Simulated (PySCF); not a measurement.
## Correlation energy of Te (tellurium, neutral)

Starting occupation: [Kr] 4d10 5s1 5p5, 5s1/2 with m_j = +1/2, 5p1/2 with m_j = -1/2, +1/2, 5p3/2 with m_j = -1/2, +1/2, +3/2. Calculation: PySCF 2.14, in x2c-SVPall-2c with one added diffuse shell each of s, p type (7s9p4d, 54 functions); X2C-1e with screened-nucleus spin-orbit coupling, Gaussian nucleus. Frozen: [Ar] 3d10; 24 electrons correlated; the 6 highest virtual spinors left out.

MP2 pair energies summed by pair of shells (mhartree):

| pair | energy | share (%) |
| --- | --- | --- |
| 5p-5p | -79.95 | 54.3 |
| 4d-4p | -16.60 | 11.3 |
| 4d-4d | -12.03 | 8.2 |
| 4d-5p | -11.96 | 8.1 |
| 4p-4p | -9.30 | 6.3 |
| 5p-5s | -7.53 | 5.1 |
| 4p-5p | -2.96 | 2.0 |
| 4d-4s | -2.33 | 1.6 |
| 4d-5s | -1.67 | 1.1 |
| 4p-4s | -1.55 | 1.1 |
| 4p-5s | -0.43 | 0.3 |
| 4s-4s | -0.43 | 0.3 |
| 4s-5p | -0.36 | 0.2 |
| 4s-5s | -0.08 | 0.1 |

Total MP2 correlation energy: -147.20 mhartree.

The GHF reference relaxed away from the jj start to a determinant that is no pure jj level (⟨S²⟩ = 2.06, ⟨J²⟩ = 6.05); the energies belong to that determinant.

This basis was not built for core-valence correlation, so the inner-shell part is incomplete.
